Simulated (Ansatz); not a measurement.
Calculated with Ansatz (gas phase, PBE0-D4/def2-TZVP geometries, no zero-point term in ΔE). CCSD(T)/CBS adds triple-zeta CCSD(T) − MP2 to the extrapolated MP2 energy (def2 sets, frozen cores). Functionals use def2-TZVPP. B3LYP here is the variant with VWN-RPA as its local correlation; programs differ in this. One conformer a species, not always the lowest.

`N[SiH](F)[SiH2]F` + `C#CNC` → `C#CN(C)[SiH2]F` + `N[SiH2]F`  (cleavage of the Si–Si bond)

`N[SiH](F)[SiH2]F`:

Z-matrix (Å, degrees):
```
Si
F 1 1.609
Si 1 2.350 2 108.3
N 1 1.697 2 114.7 3 118.0
H 1 1.484 2 105.1 3 -123.3
F 3 1.612 1 106.9 2 94.0
H 3 1.487 1 111.4 2 -148.8
H 3 1.485 1 114.0 2 -24.9
H 4 1.007 1 122.9 2 77.3
H 4 1.007 1 121.7 2 -80.9
```

`C#CNC`:

Cartesian coordinates in Å:
```
C 0.847 -1.817 -0.913
C 0.115 -0.912 -0.606
N -0.666 0.128 -0.293
C -0.141 1.128 0.620
H 1.486 -2.617 -1.199
H -1.633 -0.114 -0.139
H -0.847 1.957 0.679
H 0.801 1.510 0.223
H 0.040 0.737 1.628
```

`C#CN(C)[SiH2]F`:

```xyz
12

C    -0.309   -1.266    2.177
C    -0.200   -0.697    1.123
N    -0.089   -0.069   -0.057
C    -1.320    0.482   -0.620
Si    1.468    0.251   -0.724
F     2.072    1.640   -0.216
H    -0.397   -1.769    3.109
H    -2.070   -0.305   -0.724
H    -1.724    1.274    0.015
H    -1.109    0.896   -1.607
H     2.386   -0.818   -0.290
H     1.292    0.382   -2.186
```

`N[SiH2]F`:

Cartesian coordinates in Å:
```
N 0.306 0.844 0.541
Si -0.221 -0.571 -0.231
F -0.058 -0.563 -1.827
H 1.282 1.034 0.695
H -0.244 1.686 0.543
H -1.669 -0.729 0.026
H 0.604 -1.700 0.253
```

```
             level  ΔE (kJ/mol)  difference from CCSD(T)/CBS
           PBE0-D4        -76.2                         18.0
            B2PLYP        -93.2                          1.0
              PBE0        -74.7                         19.5
             B3LYP        -83.7                         10.5
     HF/def2-TZVPP        -99.4                         -5.2
SCS-MP2/def2-TZVPP       -105.2                        -11.0
   CCSD/def2-TZVPP        -96.6                         -2.4
     HF/def2-QZVPP       -100.8                         -6.6
    MP2/def2-QZVPP       -105.9                        -11.7
SCS-MP2/def2-QZVPP       -104.3                        -10.1
       CCSD(T)/CBS        -94.2                            0
```

Largest T1 diagnostic among the species: 0.012.

From PBE to PBE0 (25 % exact exchange), in def2-TZVPP and without D4, ΔE moves by −7.0 kJ/mol.
